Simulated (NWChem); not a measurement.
All runs are NWChem calculations. System: AsF3, charge 0, spin multiplicity 1, displaced from the optimised geometry.

The NWChem input:

```
start mol
memory heap 100 mb stack 700 mb global 1900 mb
geometry units angstroms nocenter noautoz noautosym
  F      0.738925    -0.489175     1.281763
  As     0.000896     0.398876     0.000000
  F      0.738925    -0.489175    -1.281763
  F     -1.362572    -0.413548     0.000000
end
basis spherical
  * library def2-svp
end
scf
  rhf
  nopen 0
  maxiter 100
  thresh 1e-7
  semidirect memsize 60000000 filesize 0
end
tce
  freeze core 12
  cr-ccsd(t)
  2eorb
  2emet 13
  thresh 1e-6
  maxiter 100
  tilesize 24
end
task tce energy
```

The output up to the point where the run's verdict is printed (cleaned and shortened):

```
             Northwest Computational Chemistry Package (NWChem) 7.3.0
             --------------------------------------------------------

                                NWChem Input Module
                                -------------------

 Scaling coordinates for geometry "geometry" by  1.889725989
 (inverse scale =  0.529177249)

                             Geometry "geometry" -> ""
                             -------------------------

 Output coordinates in angstroms (scale by  1.889725989 to convert to a.u.)

  No.       Tag          Charge          X              Y              Z
 ---- ---------------- ---------- -------------- -------------- --------------
    1 F                    9.0000     0.73892500    -0.48917500     1.28176300
    2 As                  33.0000     0.00089600     0.39887600     0.00000000
    3 F                    9.0000     0.73892500    -0.48917500    -1.28176300
    4 F                    9.0000    -1.36257200    -0.41354800     0.00000000

 Effective nuclear repulsion energy (a.u.)     332.7558691397

            Nuclear Dipole moment (a.u.)
            ----------------------------
        X                 Y               Z
 ---------------- ---------------- ----------------
     2.0164699106     1.2015369164     0.0000000000


 Summary of "ao basis" -> "" (spherical)
 ------------------------------------------------------------------------------
       Tag                 Description            Shells   Functions and Types
 ---------------- ------------------------------  ------  ---------------------
 *                          def2-svp                  on all atoms

 Summary of "ao basis" -> "ao basis" (spherical)
 ------------------------------------------------------------------------------
       Tag                 Description            Shells   Functions and Types
 ---------------- ------------------------------  ------  ---------------------
 F                          def2-svp                 6       14   3s2p1d
 As                         def2-svp                12       32   5s4p3d

                                 NWChem SCF Module
[...]
     2   1 0 1      0.000000      0.000000      0.000000
     2   0 2 0    -23.534383      0.000000     39.627475
     2   0 1 1      0.000000      0.000000      0.000000
     2   0 0 2    -25.607905      0.000000    105.605281

                   NWChem Extensible Many-Electron Theory Module
                   ---------------------------------------------


            General Information
            -------------------
      Number of processors :     1
         Wavefunction type : Restricted Hartree-Fock
          No. of electrons :    60
           Alpha electrons :    30
            Beta electrons :    30
           No. of orbitals :   148
            Alpha orbitals :    74
             Beta orbitals :    74
        Alpha frozen cores :    12
         Beta frozen cores :    12
     Alpha frozen virtuals :     0
      Beta frozen virtuals :     0
         Spin multiplicity : singlet
    Number of AO functions :    74
       Number of AO shells :    30
        Use of symmetry is : off
      Symmetry adaption is : off
         Schwarz screening : 0.10D-09

          Correlation Information
          -----------------------
          Calculation type : Coupled-cluster singles & doubles w/ perturbation
   Perturbative correction : Completely renormalized (T)
            Max iterations :      100
        Residual threshold : 0.10D-05
     T(0) DIIS level shift : 0.00D+00
     L(0) DIIS level shift : 0.00D+00
     T(1) DIIS level shift : 0.00D+00
     L(1) DIIS level shift : 0.00D+00
     T(R) DIIS level shift : 0.00D+00
     T(I) DIIS level shift : 0.00D+00
   CC-T/L Amplitude update :  5-th order DIIS
                I/O scheme : Global Array Library
        L-threshold :  0.10D-05
        EOM-threshold :  0.10D-05
 no EOMCCSD initial starts read in
 TCE RESTART OPTIONS
 SLICE:      F
 D4D5:       F
 quantumc:   F
 qrotation:  F
 pwtce:      F
 qducc:      F
 nacto:                         0
 nrotv:                         0
 nrot:                          0

            Memory Information
            ------------------
          Available GA space size is     249031324 doubles
          Available MA space size is     104853156 doubles

 Maximum block size supplied by input
 Maximum block size        24 doubles

 tile_dim =     22

 -------------------------------------------------

 Global array virtual files algorithm will be used

 Parallel file system coherency ......... OK

 4-electron integrals stored in orbital form

 v2    file size   =          3858000
 4-index algorithm nr.  13 is used
 imaxsize =       30
 imaxsize ichop =        0


CCSD iterations
 ---------------------------------------------------------
 Iter          Residuum       Correlation     Cpu    Wall
 ---------------------------------------------------------
    1   0.1995024372379  -0.7820214615042     1.8     1.8
    2   0.0490153920043  -0.7699209472363     1.8     1.8
    3   0.0156565833913  -0.7812111286041     1.7     1.7
    4   0.0067712165278  -0.7817703376706     1.7     1.7
    5   0.0024363948575  -0.7828432135952     1.8     1.8
    6   0.0008408780801  -0.7831014288185     1.8     1.8
    7   0.0004950792667  -0.7831009440143     1.8     1.8
    8   0.0001923731233  -0.7831119214209     1.8     1.8
    9   0.0001420807095  -0.7831117361311     1.8     1.8
   10   0.0000604382179  -0.7831184355413     2.0     2.0
   11   0.0000129732618  -0.7831224688997     2.2     2.2
   12   0.0000060242733  -0.7831214946888     2.1     2.1
   13   0.0000030746069  -0.7831217303118     1.8     1.8
   14   0.0000018311172  -0.7831216357536     1.9     1.9
   15   0.0000009783473  -0.7831216653165     1.8     1.8
 -----------------------------------------------------------------
 Iterations converged
 CCSD correlation energy / hartree =        -0.783121665316490
 CCSD total energy / hartree       =     -2532.824605567064282

 Singles contributions

 Doubles contributions
 CR-CCSD(T)
```

The program stopped with an error. NWChem stopped with the message: ccsd_t 1.
